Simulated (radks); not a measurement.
Task: These are the eigenvalues of the occupied orbitals of an atom or ion with whole-number occupations (hartree). Method: Dirac Kohn-Sham, PBE, spin-unpolarised, spherical densities, finite nucleus; Fermi nuclear charge, rms radius of each element as measured or else 0.836 A^(1/3) + 0.57 fm; computed with a radial shooting solver on a logarithmic mesh with Libxc functionals.

1s1/2: -12.19636
2s1/2: -2.06184

Which element is it, and in what charge state? The configuration may be excited. Open shells, if any, fill j = l - 1/2 first.

Result: Z = 6, carbon, charge +3: C3+ in [He] 2s1. The 1s level, -12.196 hartree, gives Z - s = 4.9 by -(Z - s)^2/2, which with screening and relativity narrows Z to a few neighbours, and the depths must fix Z and the occupations together.
